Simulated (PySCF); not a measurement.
WF2H4, SMILES [F][WH4][F], multiplicity 1.

Geometry: PBE-D3(BJ)/def2-TZVP. A frequency run showed that this geometry is not a minimum. The spin state was assumed, not searched. The structure was generated by enumeration; whether it is a known compound was not checked. The def2 effective core potentials stand for the cores of W; spin–orbit coupling is left out.

The numbers are results of PBE-D3(BJ)/def2-TZVP run with PySCF, not measurements.

Frequencies are harmonic and unscaled.

Task: Estimate the vibrational spectrum. (Estimate from the structure and the level; the computed values follow.)

Result: 
```
mode  ν (cm⁻¹)  IR (km/mol)  moving atoms (share of kinetic energy)
----  --------  -----------  --------------------------------------
1         159i          0.0                                  H 98 %
2          171         10.4                  H 45 %, F 45 %, W 10 %
3          228          0.0                          F 85 %, W 14 %
4          612        206.6                          F 80 %, W 17 %
5          626         20.3                                  F 98 %
6          804          0.3                                  H 95 %
7          824          5.5                                  H 95 %
8          845         28.1                                  H 99 %
9          868          0.0                                  H 98 %
10        1031          0.0                                  H 99 %
11        1217         10.8                                 H 100 %
12        1940        124.8                                 H 100 %
13        1986        137.4                                  H 99 %
14        2010         61.3                                  H 99 %
15        2015         15.5                                 H 100 %
```
